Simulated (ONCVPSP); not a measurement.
**What one change does to a pseudopotential (P, ONCV)**

- Element: phosphorus
- Generator: ONCVPSP 4.0.1
- Type: optimised norm-conserving Vanderbilt (ONCV)
- Functional: LDA (Perdew-Zunger)
- Relativity: scalar-relativistic
- Frozen core: [Ne]
- Valence charge: 5
- Reference configuration: 3s2 3p3
- Partial waves: 3s: rc 1.55 bohr, ncon 4, nbas 8, qcut 3.8 1/bohr, 3 projectors, debl 3.2 Ha; 3p: rc 1.65 bohr, ncon 4, nbas 7, qcut 5.8 1/bohr, 2 projectors, debl 0.3 Ha
- Local potential: polynomial inside 1.05 bohr (lpopt 3, dvloc0 0 Ha)
- Core correction: none

Change: s: qcut 5.1.

Cutoffs: the cutoffs (Ha) at which the residual kinetic energy of the hardest occupied pseudo-wave falls to 1 and 0.1 mHa per electron; they do not see the model core or the augmentation charge, which bear on the density cutoff. Errors are all-electron minus pseudo energies relative to the spin-unpolarised reference configuration.

Q: What does the change do?

A: The potential gets softer (21 Ha and 66 Ha → 10 Ha and 14 Ha); of the 4 tests that both files solve, the error grows in 1 and shrinks in 0 by more than 15 % and 0.3 meV (median size 17.6 → 18.7 meV); neither file shows a bound ghost.

| quantity | base | changed |
| --- | --- | --- |
| cutoff, loose | 21 Ha | 10 Ha |
| cutoff, tight | 66 Ha | 14 Ha |
| loose cutoff by channel | s 21 Ha, p 5.2 Ha | s 10 Ha, p 5.2 Ha |
| bound ghosts | none | none |
| GHOST(+) flags under 300 eV | s at 278.9 eV | s at 244.4 eV |
| error for 3s2 3p2, meV [ΔE 9.82 eV] | +2.4 | +2.1 |
| error for 3s2 3p1, meV [ΔE 29.07 eV] | +28 | +26 |
| error for 3s2 3p0, meV [ΔE 58.96 eV] | +132 | +123 |
| error for 3s0 3p5, meV [ΔE 17.14 eV] | +7.1 | +12 |
| s: phases at 1.57 bohr within 0.05 rad from the reference energy up to (Ha; the scan ends near 5) | to the end of the scan | to the end of the scan |
| p: phases at 1.68 bohr within 0.05 rad from the reference energy up to (Ha; the scan ends near 5) | 3.4 | 3.4 |
